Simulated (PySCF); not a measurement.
Species: SiHMe3, C3H10Si.
Cartesian coordinates in Å at the PBE0-D3(BJ)/def2-SVP level; atoms count from 1:
```xyz
14
C3H10Si angstrom
Si     0.0062   -0.0033    0.4979
H      0.0258    0.0005    1.9992
C      1.7809   -0.0147   -0.1300
H      2.3454    0.8481    0.2576
H      1.8029    0.0345   -1.2307
H      2.3087   -0.9307    0.1778
C     -0.8837    1.5448   -0.0982
H     -1.9275    1.5616    0.2524
H     -0.8959    1.5906   -1.1991
H     -0.3893    2.4566    0.2719
C     -0.9041   -1.5416   -0.0936
H     -1.9465   -1.5467    0.2620
H     -0.4189   -2.4607    0.2706
H     -0.9234   -1.5830   -1.1947
```

Computed, not measured: TDDFT CAM-B3LYP/def2-SVPD, vertical, gas phase, core orbitals frozen in the response (PySCF 2.14.0, density-fitted response routines).

Frontier orbitals with the atoms that hold most of them (Löwdin shares over 4%, at most four atoms):

```
orbital  ε (eV)                             atoms
 LUMO+2    1.94    C11 17%, C3 15%, H12 9%, H4 9%
 LUMO+1    1.94     C7 21%, H8 9%, Si1 9%, H10 9%
   LUMO    1.25  Si1 23%, C3 11%, C11 11%, C7 11%
   HOMO   -9.95   C3 29%, C11 25%, Si1 21%, H4 5%
 HOMO-1   -9.96  C7 34%, Si1 21%, C11 13%, C3 10%
 HOMO-2  -10.06    H2 32%, Si1 31%, C7 9%, C11 9%
 HOMO-3  -12.13    C11 18%, C7 18%, C3 18%, H8 7%
```

Within 0.005 eV of a neighbour in this list lie HOMO-1/HOMO and LUMO+1/LUMO+2.

Q: How does S1 compare with the orbital gap of 11.21 eV?

A: S1 is at 8.23 eV (f = 0.089), 2.98 eV below the gap, made of HOMO-1/HOMO→LUMO (≥86%). S1/S2 lie within about 0.01 eV of each other. 

Next come S2 at 8.23 eV (f 0.088), HOMO-1/HOMO→LUMO (≥86%); S3 at 8.49 eV (f 0.0024), HOMO-2→LUMO (88%); S4 at 8.92 eV (f 0.062), HOMO-1/HOMO→LUMO+1/LUMO+2 (≥85%); S5 at 8.96 eV (f 0.0006), HOMO-1/HOMO→LUMO+1/LUMO+2 (≥82%).

Orbitals of the list HOMO-3 to LUMO+2 that lie within 0.01 eV of each other are written together with a slash and their weights summed (≥ marks a lower bound); for degenerate orbitals outside that list single weights are arbitrary.

Löwdin shares depend on the basis, the more so with diffuse functions.
